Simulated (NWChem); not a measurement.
The numbers come from NWChem runs, not from measurements. System: Cl$_{2}$Mg, charge 0, spin multiplicity 1, at a geometry optimised with PBE0/def2-SVP. The structure started from a generated list of species. Level: PBE0/def2-TZVP.

The NWChem input:

```
start mol
memory heap 200 mb stack 900 mb global 1100 mb
geometry units angstroms nocenter noautoz
  Mg     0.000000     0.000000     0.000000
  Cl     0.000000     0.000000    -2.192980
  Cl     0.000000     0.000000     2.192980
  symmetry group D2h
end
basis spherical
  * library def2-tzvp
end
dft
  xc pbe0
  semidirect memsize 60000000 filesize 0
  iterations 100
end
task dft energy
```

NWChem printed:

```
             Northwest Computational Chemistry Package (NWChem) 7.3.0
             --------------------------------------------------------

                                NWChem Input Module
                                -------------------

 Scaling coordinates for geometry "geometry" by  1.889725989
 (inverse scale =  0.529177249)

 Turning off AUTOSYM since
 SYMMETRY directive was detected!

                             Geometry "geometry" -> ""
                             -------------------------

 Output coordinates in angstroms (scale by  1.889725989 to convert to a.u.)

  No.       Tag          Charge          X              Y              Z
 ---- ---------------- ---------- -------------- -------------- --------------
    1 Mg                  12.0000     0.00000000     0.00000000     0.00000000
    2 Cl                  17.0000     0.00000000     0.00000000    -2.19298000
    3 Cl                  17.0000     0.00000000     0.00000000     2.19298000

 Effective nuclear repulsion energy (a.u.)     133.3210654326

            Nuclear Dipole moment (a.u.)
            ----------------------------
        X                 Y               Z
 ---------------- ---------------- ----------------
     0.0000000000     0.0000000000     0.0000000000

      Symmetry information
      --------------------

 Group name             D2h
 Group number             26
 Group order               8
 No. of unique centers     2

      Symmetry unique atoms

     1    2


 Summary of "ao basis" -> "" (spherical)
 ------------------------------------------------------------------------------
       Tag                 Description            Shells   Functions and Types
 ---------------- ------------------------------  ------  ---------------------
 *                         def2-tzvp                  on all atoms

                                 NWChem DFT Module
                                 -----------------

 Summary of "ao basis" -> "ao basis" (spherical)
 ------------------------------------------------------------------------------
       Tag                 Description            Shells   Functions and Types
 ---------------- ------------------------------  ------  ---------------------
 Mg                        def2-tzvp                12       32   5s4p3d
 Cl                        def2-tzvp                13       37   5s5p2d1f

 Summary of "ao basis" -> "ao basis" (spherical)
 ------------------------------------------------------------------------------
       Tag                 Description            Shells   Functions and Types
 ---------------- ------------------------------  ------  ---------------------
 Mg                        def2-tzvp                12       32   5s4p3d
 Cl                        def2-tzvp                13       37   5s5p2d1f

      Symmetry analysis of basis
      --------------------------

        ag         27
        au          3
        b1g         6
        b1u        20
        b2g        12
        b2u        13
        b3g        12
        b3u        13

            General Information
            -------------------
          SCF calculation type: DFT
          Wavefunction type:  closed shell.
          No. of atoms     :     3
          No. of electrons :    46
           Alpha electrons :    23
            Beta electrons :    23
          Charge           :     0
          Spin multiplicity:     1
          Use of symmetry is: on ; symmetry adaption is: on
          Maximum number of iterations: 100
[...]
 !! scf_movecs_sym_adapt:   50 vectors were symmetry contaminated

 d= 0,ls=0.0,diis     6  -1120.2499863987 -3.96D-07  4.12D-06  3.27D-07     2.1

         Total DFT energy =    -1120.249986398734
      One electron energy =    -1817.302810967251
           Coulomb energy =      636.440808990055
    Exchange-Corr. energy =      -72.709049854115
 Nuclear repulsion energy =      133.321065432577

 Numeric. integr. density =       45.999999987548

     Total iterative time =      1.6s

                  Occupations of the irreducible representations
                  ----------------------------------------------

                     irrep           alpha         beta
                     --------     --------     --------
                     ag                7.0          7.0
                     au                0.0          0.0
                     b1g               0.0          0.0
                     b1u               6.0          6.0
                     b2g               2.0          2.0
                     b2u               3.0          3.0
                     b3g               2.0          2.0
                     b3u               3.0          3.0

                       DFT Final Molecular Orbital Analysis
                       ------------------------------------

 Vector   21  Occ=2.000000D+00  E=-3.340075D-01  Symmetry=b2u
              MO Center= -6.5D-33, -4.1D-17, -2.7D-17, r^2= 5.7D+00
   Bfn.  Coefficient  Atom+Function         Bfn.  Coefficient  Atom+Function
  ----- ------------  ---------------      ----- ------------  ---------------
    48      0.368530  2 Cl py                85      0.368530  3 Cl py
    51      0.250111  2 Cl py                88      0.250111  3 Cl py
    45      0.169918  2 Cl py                82      0.169918  3 Cl py
    39     -0.141013  2 Cl py                76     -0.141013  3 Cl py
    13      0.078936  1 Mg py                42     -0.065520  2 Cl py

 Vector   22  Occ=2.000000D+00  E=-3.302443D-01  Symmetry=b2g
              MO Center=  1.5D-18,  6.4D-33,  3.7D-17, r^2= 5.8D+00
   Bfn.  Coefficient  Atom+Function         Bfn.  Coefficient  Atom+Function
  ----- ------------  ---------------      ----- ------------  ---------------
    47      0.378636  2 Cl px                84     -0.378636  3 Cl px
    50      0.239988  2 Cl px                87     -0.239988  3 Cl px
    44      0.172861  2 Cl px                81     -0.172861  3 Cl px
    38     -0.143679  2 Cl px                75      0.143679  3 Cl px
    41     -0.066686  2 Cl px                78      0.066686  3 Cl px

 Vector   23  Occ=2.000000D+00  E=-3.302443D-01  Symmetry=b3g
              MO Center= -4.5D-32,  6.2D-18,  4.1D-17, r^2= 5.8D+00
   Bfn.  Coefficient  Atom+Function         Bfn.  Coefficient  Atom+Function
  ----- ------------  ---------------      ----- ------------  ---------------
    48      0.378636  2 Cl py                85     -0.378636  3 Cl py
    51      0.239988  2 Cl py                88     -0.239988  3 Cl py
    45      0.172861  2 Cl py                82     -0.172861  3 Cl py
    39     -0.143679  2 Cl py                76      0.143679  3 Cl py
    42     -0.066686  2 Cl py                79      0.066686  3 Cl py

 Vector   24  Occ=0.000000D+00  E=-6.874268D-02  Symmetry=ag
              MO Center=  2.7D-14,  2.7D-14, -5.9D-13, r^2= 5.2D+00
   Bfn.  Coefficient  Atom+Function         Bfn.  Coefficient  Atom+Function
  ----- ------------  ---------------      ----- ------------  ---------------
     5      0.749644  1 Mg s                  4      0.485725  1 Mg s
     3     -0.214698  1 Mg s                 37     -0.196422  2 Cl s
    74     -0.196422  3 Cl s                 52     -0.173141  2 Cl pz
    89      0.173141  3 Cl pz                49     -0.169803  2 Cl pz
    86      0.169803  3 Cl pz                36     -0.138070  2 Cl s

 Vector   25  Occ=0.000000D+00  E=-9.435684D-03  Symmetry=b2u
              MO Center=  2.3D-28, -2.7D-14,  1.0D-17, r^2= 5.5D+00
   Bfn.  Coefficient  Atom+Function         Bfn.  Coefficient  Atom+Function
  ----- ------------  ---------------      ----- ------------  ---------------
    16      0.899627  1 Mg py                13      0.281069  1 Mg py
    51     -0.216574  2 Cl py                88     -0.216574  3 Cl py
     7     -0.150463  1 Mg py                48     -0.127187  2 Cl py
    85     -0.127187  3 Cl py                45     -0.076339  2 Cl py
    82     -0.076339  3 Cl py                39      0.052820  2 Cl py

 Vector   26  Occ=0.000000D+00  E=-9.435684D-03  Symmetry=b3u
              MO Center= -2.7D-14,  2.3D-28,  8.3D-19, r^2= 5.5D+00
   Bfn.  Coefficient  Atom+Function         Bfn.  Coefficient  Atom+Function
  ----- ------------  ---------------      ----- ------------  ---------------
    15      0.899627  1 Mg px                12      0.281069  1 Mg px
    50     -0.216574  2 Cl px                87     -0.216574  3 Cl px
     6     -0.150463  1 Mg px                47     -0.127187  2 Cl px
    84     -0.127187  3 Cl px                44     -0.076339  2 Cl px
    81     -0.076339  3 Cl px                38      0.052820  2 Cl px

 center of mass
 --------------
 x =   0.00000000 y =   0.00000000 z =   0.00000000

 moments of inertia (a.u.)
 ------------------
        1201.097766058655           0.000000000000           0.000000000000
           0.000000000000        1201.097766058655           0.000000000000
           0.000000000000           0.000000000000           0.000000000000

     Multipole analysis of the density
     ---------------------------------

     L   x y z        total         alpha         beta         nuclear
     -   - - -        -----         -----         ----         -------
     0   0 0 0     -0.000000    -23.000000    -23.000000     46.000000

     1   1 0 0      0.000000      0.000000      0.000000      0.000000
     1   0 1 0      0.000000      0.000000      0.000000      0.000000
     1   0 0 1      0.000000      0.000000      0.000000      0.000000

     2   2 0 0    -24.858359    -12.429180    -12.429180      0.000000
     2   1 1 0     -0.000000     -0.000000     -0.000000      0.000000
     2   1 0 1     -0.000000     -0.000000     -0.000000      0.000000
     2   0 2 0    -24.858359    -12.429180    -12.429180      0.000000
     2   0 1 1     -0.000000     -0.000000     -0.000000      0.000000
     2   0 0 2    -37.410452   -310.660238   -310.660238    583.910023

 Task  times  cpu:        2.1s     wall:        2.1s

 Total times  cpu:        2.1s     wall:        2.1s
```
